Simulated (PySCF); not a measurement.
# Zn⁺ (zinc, charge +1) across methods

[Ar] 3d10 4s1, 2S determinant. All numbers are calculated (PySCF 2.14, scalar relativity by spin-free X2C-1e, in x2c-TZVPPall with one added diffuse shell each of s, p, d, f type (7s6p5d3f1g, 80 functions)).

```
 method  E (hartree)  mean ε 3d α (eV)  mean ε 3d β (eV)  mean ε 4s α (eV)  Σ⟨r²⟩ (bohr²)   ⟨S²⟩
    PBE    -1795.304           -19.895           -19.684           -14.565          22.48  0.751
 revPBE    -1795.467           -19.796           -19.585           -14.477          22.49  0.751
   PW91    -1795.731           -19.999           -19.785           -14.670          22.46  0.751
 PBEsol    -1793.865           -19.912           -19.700           -14.609          22.42  0.751
 r2SCAN    -1795.529           -20.125           -19.916           -14.917          22.27  0.752
    UHF  -1793.96811           -30.177           -30.156           -16.991          22.41  0.751
   PBE0    -1795.309           -22.643           -22.482           -15.307          22.34  0.751
wB97M-V    -1795.411           -25.224           -25.082           -17.377          22.46  0.750
    LDA    -1792.547           -20.241           -20.044           -14.830          22.38  0.751
```
